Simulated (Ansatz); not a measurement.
Consider the substitution at a C–C bond: `FCC(F)(F)CF` + H₂Te → `FC[TeH]` + `FCC(F)F`.

Calculated with Ansatz (gas phase, PBE0-D4/def2-TZVP geometries, no zero-point term in ΔE). CBS: MP2 limit from def2 TZ/QZ plus the TZ coupled-cluster correction, frozen cores. DFT in def2-TZVPP. def2 core potentials past Kr. For Te outer-core shells are correlated without core-valence functions, which leaves a few kJ/mol of doubt a bond. Each species was taken in one conformer, which may not be the lowest.

```
         level  ΔE (eV)
        PBE-D4     0.17
     revPBE-D4     0.16
      PBE-QIDH     0.28
MP2/def2-TZVPP     0.24
```

Question: What does CCSD(T)/CBS give? (An estimate is asked.)

Answer: The calculation gave: +0.23 eV. The listed levels differ from it by -0.06, -0.07, 0.05, 0.01 eV.

Largest T1 diagnostic among the species: 0.011.

From PBE to PBE0 (25 % exact exchange), in def2-TZVPP and without D4, ΔE moves by +0.08 eV. At CCSD(T), def2-SVP lies +0.36 eV from the extrapolated value and def2-TZVPP +0.07 eV. In def2-TZVPP, CCSD(T) changes the Hartree–Fock value by −0.06 eV (the triples alone add −0.02 eV) and MP2 by −0.12 eV.

CCSD(T)/CBS has its own doubt, a few kJ/mol and more with outer-core shells, so smaller differences from it don't rank the levels.
